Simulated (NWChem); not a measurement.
System: SiHCl, singlet; SMILES [SiH]Cl

NWChem input:

```
start job
memory heap 200 mb stack 700 mb global 900 mb
geometry units angstroms
  Si     0.830923    -0.226627     0.732485
  H      1.877484    -0.475508    -0.289156
  Cl    -0.711626     0.193050    -0.572046
end
basis spherical
  * library 6-31g*
end
dft
  xc b3lyp
  iterations 150
end
driver
  maxiter 150
  linopt 0
end
task dft optimize
```

Parts of the log:

```
             Northwest Computational Chemistry Package (NWChem) 7.3.0
             --------------------------------------------------------

 CS  symmetry detected

                             Geometry "geometry" -> ""
                             -------------------------

 Output coordinates in angstroms (scale by  1.889725989 to convert to a.u.)

  No.       Tag          Charge          X              Y              Z
 ---- ---------------- ---------- -------------- -------------- --------------
    1 Si                  14.0000    -0.07819084    -1.08846912     0.00000000
    2 H                    1.0000     1.38736227    -1.31898179     0.00000000
    3 Cl                  17.0000    -0.01721709     0.97397350     0.00000000

 Effective nuclear repulsion energy (a.u.)      69.3781010844

      Symmetry information
      --------------------

 Group name             Cs
 Group number              2
 Group order               2
 No. of unique centers     3

                                Z-matrix (autoz)
                                --------

 Units are Angstrom for bonds and degrees for angles

      Type          Name      I     J     K     L     M      Value
      ----------- --------  ----- ----- ----- ----- ----- ----------
    1 Stretch                  1     2                       1.48357
    2 Stretch                  1     3                       2.06334
    3 Bend                     2     1     3                97.24527

                           NWChem Geometry Optimization
                           ----------------------------

 maximum gradient threshold         (gmax) =   0.000450
 rms gradient threshold             (grms) =   0.000300
 maximum cartesian step threshold   (xmax) =   0.001800
 rms cartesian step threshold       (xrms) =   0.001200
 fixed trust radius                (trust) =   0.300000
 source of zmatrix                         =   autoz

          -------------------
          Energy Minimization
          -------------------

 Using diagonal initial Hessian
 Scaling for Hessian diagonals: bonds = 1.00  angles = 0.25  torsions = 0.10

          --------
          Step   0

                                 NWChem DFT Module
                                 -----------------

 Summary of "ao basis" -> "ao basis" (spherical)
 ------------------------------------------------------------------------------
       Tag                 Description            Shells   Functions and Types
 ---------------- ------------------------------  ------  ---------------------
 Si                          6-31g*                  8       18   4s3p1d
 H                           6-31g*                  2        2   2s
 Cl                          6-31g*                  8       18   4s3p1d

      Symmetry analysis of basis
      --------------------------

        a'         28
        a"         10

            General Information
            -------------------
          SCF calculation type: DFT
          Wavefunction type:  closed shell.
          No. of atoms     :     3
          No. of electrons :    32
           Alpha electrons :    16
            Beta electrons :    16
          Charge           :     0
          Spin multiplicity:     1
          Use of symmetry is: on ; symmetry adaption is: on
          Maximum number of iterations: 150
          AO basis - number of functions:    38
                     number of shells:    18
          Convergence on energy requested:  1.00D-06
          Convergence on density requested:  1.00D-05
          Convergence on gradient requested:  5.00D-04

              XC Information
              --------------
                         B3LYP Method XC Potential
                     Hartree-Fock (Exact) Exchange  0.200
                        Slater Exchange Functional  0.800 local
                    Becke 1988 Exchange Functional  0.720 non-local
              Lee-Yang-Parr Correlation Functional  0.810
                  VWN I RPA Correlation Functional  0.190 local

             Grid Information
             ----------------
          Grid used for XC integration:  medium
          Radial quadrature: Mura-Knowles
          Angular quadrature: Lebedev.
          Tag              B.-S. Rad. Rad. Pts. Rad. Cut. Ang. Pts.
          ---              ---------- --------- --------- ---------
          Si                  1.10       88           8.0       590
          H                   0.35       45           8.0       434
          Cl                  1.00       88           8.0       590
          Grid pruning is: on
          Number of quadrature shells:   221
          Spatial weights used:  Erf1

      Superposition of Atomic Density Guess
      -------------------------------------

 Sum of atomic energies:        -748.76612278

      Non-variational initial energy
      ------------------------------

 Total energy =    -748.974626
 1-e energy   =   -1174.219693
 2-e energy   =     355.866966
 HOMO         =      -0.225494
 LUMO         =      -0.065352

      Symmetry analysis of molecular orbitals - initial
      -------------------------------------------------

  Numbering of irreducible representations:

     1 a'          2 a"

  Orbital symmetries:

     1 a'          2 a'          3 a'          4 a'          5 a'
     6 a"          7 a'          8 a'          9 a'         10 a"
    11 a'         12 a'         13 a'         14 a"         15 a'
    16 a'         17 a"         18 a'         19 a'         20 a'
    21 a'         22 a'         23 a"         24 a'         25 a'
    26 a"

   convergence    iter        energy       DeltaE   RMS-Dens  Diis-err
 ---------------- ----- ----------------- --------- --------- ---------
 d= 0,ls=0.0,diis     1   -750.2450719913 -8.20D+02  2.20D-02  1.89D-01
 d= 0,ls=0.0,diis     2   -750.2399703084  5.10D-03  1.37D-02  1.78D-01
 d= 0,ls=0.0,diis     3   -750.2707037530 -3.07D-02  3.47D-03  1.31D-02
 d= 0,ls=0.0,diis     4   -750.2728839795 -2.18D-03  7.83D-04  7.44D-04
 d= 0,ls=0.0,diis     5   -750.2730007682 -1.17D-04  1.01D-04  6.18D-06
  Resetting Diis
 d= 0,ls=0.0,diis     6   -750.2730019475 -1.18D-06  2.22D-05  2.93D-07
 d= 0,ls=0.0,diis     7   -750.2730020101 -6.26D-08  4.64D-06  9.29D-09

         Total DFT energy =     -750.273002010066
      One electron energy =    -1175.151435955373
           Coulomb energy =      405.063803228934
    Exchange-Corr. energy =      -49.563470367998
 Nuclear repulsion energy =       69.378101084370

 Numeric. integr. density =       31.999996826849

                  Occupations of the irreducible representations
                  ----------------------------------------------

                     irrep           alpha         beta
                     --------     --------     --------
                     a'               13.0         13.0
                     a"                3.0          3.0

                       DFT Final Molecular Orbital Analysis
                       ------------------------------------

 Vector   14  Occ=2.000000D+00  E=-3.533408D-01  Symmetry=a"
              MO Center= -2.1D-02,  7.9D-01, -1.4D-15, r^2= 1.4D+00
   Bfn.  Coefficient  Atom+Function         Bfn.  Coefficient  Atom+Function
  ----- ------------  ---------------      ----- ------------  ---------------
    29      0.685290  3 Cl pz                33      0.372029  3 Cl pz
    25     -0.269465  3 Cl pz                 9      0.162885  1 Si pz
    13      0.069807  1 Si pz                 5     -0.065003  1 Si pz
    15      0.049048  1 Si d -1              35     -0.028280  3 Cl d -1

 Vector   15  Occ=2.000000D+00  E=-3.432115D-01  Symmetry=a'
              MO Center= -9.3D-02,  5.6D-01,  1.3D-16, r^2= 2.0D+00
   Bfn.  Coefficient  Atom+Function         Bfn.  Coefficient  Atom+Function
  ----- ------------  ---------------      ----- ------------  ---------------
    27      0.610029  3 Cl px                31      0.331150  3 Cl px
    28     -0.271332  3 Cl py                23     -0.239147  3 Cl px
     6     -0.180939  1 Si s                  8      0.163340  1 Si py
    10     -0.142920  1 Si s                 32     -0.130840  3 Cl py
    24      0.105744  3 Cl py                 7      0.085265  1 Si px

 Vector   16  Occ=2.000000D+00  E=-2.463915D-01  Symmetry=a'
              MO Center= -1.4D-01, -9.6D-01,  6.0D-15, r^2= 2.9D+00
   Bfn.  Coefficient  Atom+Function         Bfn.  Coefficient  Atom+Function
  ----- ------------  ---------------      ----- ------------  ---------------
    10      0.407805  1 Si s                  7     -0.375717  1 Si px
     6      0.358038  1 Si s                 20     -0.317565  2 H  s
    27      0.303799  3 Cl px                31      0.199294  3 Cl px
    19     -0.190522  2 H  s                 28      0.174127  3 Cl py
     8     -0.172908  1 Si py                 2     -0.152929  1 Si s

 Vector   17  Occ=0.000000D+00  E=-1.150087D-01  Symmetry=a"
              MO Center= -6.4D-02, -9.7D-01, -4.3D-15, r^2= 2.9D+00
   Bfn.  Coefficient  Atom+Function         Bfn.  Coefficient  Atom+Function
  ----- ------------  ---------------      ----- ------------  ---------------
     9      0.596824  1 Si pz                13      0.539845  1 Si pz
    29     -0.257514  3 Cl pz                33     -0.235791  3 Cl pz
     5     -0.218740  1 Si pz                25      0.098450  3 Cl pz
    35     -0.036430  3 Cl d -1

 Vector   18  Occ=0.000000D+00  E=-4.185140D-03  Symmetry=a'
              MO Center= -1.4D-01, -1.1D+00, -2.0D-15, r^2= 4.1D+00
   Bfn.  Coefficient  Atom+Function         Bfn.  Coefficient  Atom+Function
  ----- ------------  ---------------      ----- ------------  ---------------
    12      1.062069  1 Si py                30     -0.741370  3 Cl s
    32      0.541725  3 Cl py                10      0.473607  1 Si s
     8      0.449201  1 Si py                28      0.286808  3 Cl py
    26     -0.194653  3 Cl s                 11     -0.192556  1 Si px
    20      0.171363  2 H  s                  4     -0.154543  1 Si py

 Vector   19  Occ=0.000000D+00  E= 8.307825D-02  Symmetry=a'
              MO Center= -2.0D-03, -1.0D+00, -3.7D-16, r^2= 4.1D+00
   Bfn.  Coefficient  Atom+Function         Bfn.  Coefficient  Atom+Function
  ----- ------------  ---------------      ----- ------------  ---------------
    20      1.496649  2 H  s                 11     -1.248212  1 Si px
    10     -0.929848  1 Si s                  6     -0.445475  1 Si s
    30      0.389437  3 Cl s                  7     -0.370445  1 Si px
    32     -0.336342  3 Cl py                31      0.218848  3 Cl px
    12     -0.205059  1 Si py                19      0.185592  2 H  s

     Multipole analysis of the density
     ---------------------------------

     L   x y z        total         alpha         beta         nuclear
     -   - - -        -----         -----         ----         -------
     0   0 0 0     -0.000000    -16.000000    -16.000000     32.000000

     1   1 0 0      0.206525      0.103262      0.103262      0.000000
     1   0 1 0     -0.430195     -0.215098     -0.215098      0.000000
     1   0 0 1      0.000000      0.000000      0.000000      0.000000

     2   2 0 0    -21.103944    -14.150545    -14.150545      7.197147
     2   1 1 0     -0.962528      1.167607      1.167607     -3.297742
     2   1 0 1     -0.000000     -0.000000     -0.000000      0.000000
     2   0 2 0    -20.148372    -71.591192    -71.591192    123.034013
     2   0 1 1     -0.000000     -0.000000     -0.000000      0.000000
     2   0 0 2    -17.798975     -8.899488     -8.899488      0.000000

            General Information
            -------------------
          SCF calculation type: DFT
          Wavefunction type:  closed shell.
          No. of atoms     :     3
          No. of electrons :    32
           Alpha electrons :    16
            Beta electrons :    16
          Charge           :     0
          Spin multiplicity:     1
          Use of symmetry is: on ; symmetry adaption is: on
          Maximum number of iterations: 150
          AO basis - number of functions:    38
                     number of shells:    18
          Convergence on energy requested:  1.00D-06
          Convergence on density requested:  1.00D-05
          Convergence on gradient requested:  5.00D-04

              XC Information
              --------------
                         B3LYP Method XC Potential
                     Hartree-Fock (Exact) Exchange  0.200
                        Slater Exchange Functional  0.800 local
                    Becke 1988 Exchange Functional  0.720 non-local
              Lee-Yang-Parr Correlation Functional  0.810
                  VWN I RPA Correlation Functional  0.190 local

[...]

      ----------------------
      Optimization converged
      ----------------------

  Step       Energy      Delta E   Gmax     Grms     Xrms     Xmax
  ---- ---------------- -------- -------- -------- -------- --------
@    5    -750.27449533 -5.8D-07  0.00012  0.00007  0.00052  0.00084
                                     ok       ok       ok       ok

                                Z-matrix (autoz)
                                --------

 Units are Angstrom for bonds and degrees for angles

      Type          Name      I     J     K     L     M      Value     Gradient
      ----------- --------  ----- ----- ----- ----- ----- ---------- ----------
    1 Stretch                  1     2                       1.53278    0.00012
    2 Stretch                  1     3                       2.11043    0.00001
    3 Bend                     2     1     3                94.87387    0.00005

                         Geometry "geometry" -> "geometry"
                         ---------------------------------

 Output coordinates in angstroms (scale by  1.889725989 to convert to a.u.)

  No.       Tag          Charge          X              Y              Z
 ---- ---------------- ---------- -------------- -------------- --------------
    1 Si                  14.0000    -0.10845656    -1.11360265     0.00000000
    2 H                    1.0000     1.41111414    -1.31443279     0.00000000
    3 Cl                  17.0000    -0.01070324     0.99455802     0.00000000

 Effective nuclear repulsion energy (a.u.)      67.8280446736

      Symmetry information
      --------------------

 Group name             Cs
 Group number              2
 Group order               2
 No. of unique centers     3

                Final and change from initial internal coordinates
                --------------------------------------------------

                                Z-matrix (autoz)
                                --------

 Units are Angstrom for bonds and degrees for angles

      Type          Name      I     J     K     L     M      Value       Change
      ----------- --------  ----- ----- ----- ----- ----- ---------- ----------
    1 Stretch                  1     2                       1.53278    0.04921
    2 Stretch                  1     3                       2.11043    0.04708
    3 Bend                     2     1     3                94.87387   -2.37140

 ==============================================================================
                                internuclear distances
 ------------------------------------------------------------------------------
       center one      |      center two      | atomic units |  angstroms
 ------------------------------------------------------------------------------
    2 H                |   1 Si               |     2.89654  |     1.53278
    3 Cl               |   1 Si               |     3.98813  |     2.11043
 ------------------------------------------------------------------------------
                         number of included internuclear distances:          2
 ==============================================================================
```

Level: B3LYP/6-31G* (spherical d). Low-valent species are run as closed-shell singlets; no triplet was tried in these runs. B3LYP is NWChem's, with the RPA form of VWN correlation.
